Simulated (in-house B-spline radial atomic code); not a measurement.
Values are calculated unless marked as measured or tabulated.
Ghost states of the separable form: Ag

Ag, [Kr] 4d10 5s1, non-relativistic LDA (VWN5), spherical and spin-unpolarised, from an all-electron radial atomic-structure program (B-spline basis) (atomic units; all potentials screened as in the neutral atom).

Troullier-Martins channels: 5s (ε = -0.1574, r_c = 2.323 bohr), 4d (ε = -0.2987, r_c = 0.855 bohr). In the Kleinman-Bylander form one channel serves as the local potential, and each other channel l becomes |δV u><u δV|/<u|δV|u>, with δV = V_l − V_local and u the pseudo-orbital. Its strength is E_KB = <u|δV²|u>/<u|δV|u>. By the analysis of Gonze, Stumpf and Scheffler a spurious state lies below the reference level ε if E_KB > 0 and ε is above the second level of the local potential alone, or if E_KB < 0 and ε is above its first. The table's levels are those of angular momentum l in a sphere of 9 bohr, whose wall can lift a shallow ε a little above its free-atom value.

```csv
local,channel,<u δV u>,<u δV² u>,ε,first local level,second local level
s,d,-4.2953,38.256,-0.2987,0.1044,0.3467
d,s,0.18995,0.90212,-0.1565,-17.6693,-2.8079
```

(1) Apply the rule to each row.

Diagonalising the separable Hamiltonian gives:

| local | channel | three lowest levels | all-electron, two lowest valence levels |
| --- | --- | --- | --- |
| s | d | -0.2987, 0.1237, 0.4100 | -0.2987, 0.1222 |
| d | s | -16.1731, -0.1565, 0.1007 | -0.1565, 0.1114 |

(2) Which choices of local channel are safe?

## Answers

(1) Local s, channel d: E_KB = -8.91, so ε = -0.2987 is set against 0.1044: no ghost. Local d, channel s: E_KB = +4.75, so ε = -0.1565 is set against -2.8079: a ghost.

(2) Free of ghosts: s. With d local the s channel has a ghost 16.02 hartree below ε, since the local potential binds more than one state below ε, and a repulsive term of rank one raises each level at most to the next, so it clears only one of them. Among the safe choices the second level, which tests transfer, is off by at most 1.4 millihartree (s local).
